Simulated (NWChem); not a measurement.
System: HS$_{2}$, doublet; SMILES [S]S

Parts of the log:

```
             Northwest Computational Chemistry Package (NWChem) 7.3.0
             --------------------------------------------------------

                             Geometry "geometry" -> ""
                             -------------------------

 Output coordinates in angstroms (scale by  1.889725989 to convert to a.u.)

  No.       Tag          Charge          X              Y              Z
 ---- ---------------- ---------- -------------- -------------- --------------
    1 S                   16.0000     0.02986900    -1.05207400     0.00000000
    2 S                   16.0000     0.06744000     0.94359500     0.00000000
    3 H                    1.0000    -1.27556300     1.27402700     0.00000000

 Effective nuclear repulsion energy (a.u.)      77.1657116534

                              NWChem Property Module
                              ----------------------

  itol2e modified to match energy
  convergence criterion.

                                 NWChem DFT Module
                                 -----------------

 Summary of "ao basis" -> "ao basis" (spherical)
 ------------------------------------------------------------------------------
       Tag                 Description            Shells   Functions and Types
 ---------------- ------------------------------  ------  ---------------------
 S                         def2-tzvp                13       37   5s5p2d1f
 H                         def2-tzvp                 4        6   3s1p

  itol2e modified to match energy
  convergence criterion.

            General Information
            -------------------
          SCF calculation type: DFT
          Wavefunction type:  spin polarized.
          No. of atoms     :     3
          No. of electrons :    33
           Alpha electrons :    17
            Beta electrons :    16
          Charge           :     0
          Spin multiplicity:     2
          Use of symmetry is: off; symmetry adaption is: off
          Maximum number of iterations: 150
          AO basis - number of functions:    80
                     number of shells:    30
          Convergence on energy requested:  1.00D-07
          Convergence on density requested:  1.00D-05
          Convergence on gradient requested:  5.00D-04

              XC Information
              --------------
                        BHLYP Method XC Functional
                     Hartree-Fock (Exact) Exchange  0.500
                        Slater Exchange Functional  0.500 local
                    Becke 1988 Exchange Functional  0.500 non-local
              Lee-Yang-Parr Correlation Functional  1.000

[...]

          ----------------------
          Hyperfine Interactions
          ----------------------

 Total Spin Density (Fermi Contact Term)
 ------------------ --------------------
     Atom            x         y         z       Density (a.u.)      Aiso(MHz)     Aiso(Gauss)
     1  33-S      0.05644  -1.98813   0.00000       0.123174         42.307083      15.096194
     2  33-S      0.12744   1.78314   0.00000       0.077704         26.689298       9.523389
     3   1-H     -2.41046   2.40756   0.00000      -0.003937        -17.599686      -6.279995

           -------------------------------------------
           Anisotropic Interaction (Spin-Dipolar Term)
           -------------------------------------------

 ------------------------------------------------------------
     Atom            x         y         z
 ------------------------------------------------------------
     1  33-S      0.05644  -1.98813   0.00000

   Spin-Dipolar term (a.u.)
        xx             yy             zz             xy             xz             yz
 ------------------------------------------------------------------------------------------
      -1.782997      -1.834500       3.617496      -0.000406      -0.000000       0.000000

   Principal Comp. of -hf- tensor (au)            Anisotropic -hfcc- (MHz)               Anisotropic -hfcc- (Gauss)
 --------------------------------------------------------------------------------------------------------------------------
     -1.782994    -1.834503     3.617496     -73.101109   -75.212937   148.314046     -26.084249   -26.837801    52.922050

   Orientation of the principal axis of Hyperfine Tensor w.r.t absolute (molecular) frame
 --------------------------------------------------------------------------------------------------------------------------
      0.999969     0.007883    -0.000000
     -0.007883     0.999969     0.000000
      0.000000    -0.000000     1.000000

 ------------------------------------------------------------
     Atom            x         y         z
 ------------------------------------------------------------
     2  33-S      0.12744   1.78314   0.00000

   Spin-Dipolar term (a.u.)
        xx             yy             zz             xy             xz             yz
 ------------------------------------------------------------------------------------------
      -0.743527      -0.792354       1.535881      -0.043395      -0.000000      -0.000000

   Principal Comp. of -hf- tensor (au)            Anisotropic -hfcc- (MHz)               Anisotropic -hfcc- (Gauss)
 --------------------------------------------------------------------------------------------------------------------------
     -0.718149    -0.817732     1.535881     -29.443463   -33.526260    62.969723     -10.506142   -11.962983    22.469125

   Orientation of the principal axis of Hyperfine Tensor w.r.t absolute (molecular) frame
 --------------------------------------------------------------------------------------------------------------------------
      0.863227     0.504816     0.000000
     -0.504816     0.863227    -0.000000
     -0.000000     0.000000     1.000000

 ------------------------------------------------------------
     Atom            x         y         z
 ------------------------------------------------------------
     3   1-H     -2.41046   2.40756   0.00000

[...]
```

Level: BHandHLYP/def2-TZVP, spin-unrestricted, contact and dipolar terms. In the optimisation the excess spin sits in a" (Cs, its own frame). The geometry was optimised at PBE-D3(BJ)/def2-SVP, spin-unrestricted. No stability test was run on the SCF state.

Problem. Write an input that gives this output.

Solution. This is not unique; one that fits is the input that was run:
```
start job
memory heap 200 mb stack 900 mb global 1100 mb
geometry units angstroms noautosym nocenter noautoz
  S      0.029869    -1.052074     0.000000
  S      0.067440     0.943595     0.000000
  H     -1.275563     1.274027     0.000000
end
basis spherical
  S library def2-tzvp
  H library def2-tzvp
end
dft
  odft
  mult 2
  xc bhlyp
  iterations 150
end
property
  hyperfine
end
task dft property
```
